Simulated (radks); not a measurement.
Spherical quantum dot in the effective-mass picture: electrons in a parabolic well V = omega^2 r^2 / 2 with omega = 1.71, all in effective atomic units (hartree* = m*/eps^2 hartree, bohr* = eps/m* bohr), one dielectric constant everywhere. Calculated with a radial shooting solver with Libxc functionals: non-relativistic Kohn-Sham, r2SCAN, spin-polarised, spherical densities, generalised Kohn-Sham scheme. Levels are named by radial order and angular momentum (1s, 1p, 1d, 2s, ...), and open shells are averaged over m. Results are scaled to m* = 0.213 and eps = 14.4, for which hartree* = 27.95 meV and bohr* = 3.578 nm.

N = 13, configuration 1s2 1p6 1d(up 5, down 0). This is the lowest configuration that the search found. Occupied and some empty levels:

level,occupation,eigenvalue (meV),<r> (nm)
1s up,1,303.65,4.044
1s down,1,306.19,3.895
1p up,3,332.76,5.068
1p down,3,337.83,4.995
1d up,5,365.76,5.820
1d down,0,372.14,5.798
2s up,0,372.40,5.129
2s down,0,376.22,5.198
1f up,0,401.86,6.443
1f down,0,408.94,6.443
2p up,0,410.67,5.864
2p down,0,415.23,5.856

Energy (meV): total 3063.68, kinetic 594.12, external 1222.6, Hartree 1466.1, exchange-correlation -219.23.
